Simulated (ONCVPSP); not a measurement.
**Dy (Z = 66): one change to an ONCV potential, before and after**

dysprosium (Dy), optimised norm-conserving Vanderbilt (ONCV), made with ONCVPSP 4.0.1 (LDA (Perdew-Wang 92), scalar-relativistic). Core [Xe] 4f9, reference 5d1 6s1.75 6p0.25. Waves: 6s: rc 3.55 bohr, ncon 3, nbas 7, qcut 1.7 1/bohr, 2 projectors, debl 2.8 Ha; 6p: rc 3.35 bohr, ncon 5, nbas 10, qcut 2.6 1/bohr, 3 projectors, debl 2.9 Ha; 5d: rc 2.10 bohr, ncon 4, nbas 9, qcut 5.1 1/bohr, 3 projectors, debl 3.4 Ha. Local part: polynomial inside 1.40 bohr (lpopt 5, dvloc0 -1 Ha). Core correction: polynomial model core, fcfact 0.65.

Change: d: qcut 3.4.

Cutoffs: the cutoffs (Ha) at which the residual kinetic energy of the hardest occupied pseudo-wave falls to 1 and 0.1 mHa per electron; they do not see the model core or the augmentation charge, which bear on the density cutoff. Errors are all-electron minus pseudo energies relative to the spin-unpolarised reference configuration.

Predict the effect on cutoff, ghosts and configuration errors.

The potential gets harder (9.0 Ha and 16 Ha → 23 Ha and 65 Ha); both files keep a bound ghost (s); the errors of the 3 common tests hardly move.

```tsv
quantity	base	changed
cutoff, loose	9.0 Ha	23 Ha
cutoff, tight	16 Ha	65 Ha
loose cutoff by channel	s 1.9 Ha, p 1.3 Ha, d 9.0 Ha	s 1.9 Ha, p 1.3 Ha, d 23 Ha
bound ghosts	s	s
GHOST(+) flags under 300 eV	p at 57.1 eV, s at 72.0 eV, p at 186.6 eV	p at 57.1 eV, s at 72.0 eV, p at 186.6 eV
tests counted as reliable (solved cleanly; for ONCVPSP, near-neutral configurations with less than one 5d electron left out)	3 of 4	3 of 4
error for 5d1 6s2 6p0, meV [ΔE -0.76 eV]	-0.7	-0.7
error for 5d1 6s1 6p0, meV [ΔE 6.29 eV]	-6.4	-6.3
error for 5d1 6s0 6p0, meV [ΔE 18.99 eV]	-90	-91
s: phases at 3.60 bohr within 0.05 rad from the reference energy up to (Ha; the scan ends near 5)	0.6	0.6
p: phases at 3.41 bohr within 0.05 rad from the reference energy up to (Ha; the scan ends near 5)	1.3	1.3
d: phases at 2.14 bohr within 0.05 rad from the reference energy up to (Ha; the scan ends near 5)	to the end of the scan	to the end of the scan
rms error of d²Exc/dni dnj with the model core, mHa	1.02	1.08
```

Base: The cutoffs count occupied waves only; projector 3 of the p channel, the hardest unoccupied one, needs 45 Ha at the loose tolerance. A true bound ghost makes a file unfit for plane-wave use even where its test errors are small: the radial tests pick states by their node count and pass the ghost by.
